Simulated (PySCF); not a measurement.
Ti(OH)4 cation (H₄O₄Ti), SMILES [OH][Ti]([OH])([OH])[OH] (connectivity only; charge and spin as stated), charge +1, multiplicity 2. Coordinates come from a ωB97X-D3(BJ)/def2-SVP optimisation. The multiplicity is an assumed one; no other spin state was optimised. The isomer is the one that the SMILES or the coordinates give; other isomers of the formula were not compared. One conformer was computed; it need not be the lowest.

These are ωB97X-D3(BJ)/def2-SVP (PySCF) values and carry that method's errors.

Harmonic wavenumbers (cm⁻¹): 95, 98, 147, 177, 208, 212, 238, 353, 375, 383, 459, 482, 507, 548, 853, 914, 926, 3666, 3869, 3870, 3889. Rotational constants (GHz): 3.343, 3.065, 3.017; symmetry number 1.

Problem. Work out the zero-point energy and the ideal-gas rigid-rotor harmonic-oscillator thermochemistry at 298.15 K and 1 atm.

Solution. ZPE = ½ Σ hcν = ½ × 22268 cm⁻¹ = 133.19 kJ/mol. H − E(el) = 159.94 kJ/mol. Entropy in J/(mol K): translation 168.02, rotation 111.90, vibration 101.98, spin 5.76, total 387.66. G − E(el) = 44.36 kJ/mol. Cp = 134.66 J/(mol K). Modes under 150 cm⁻¹ make the vibrational entropy uncertain.
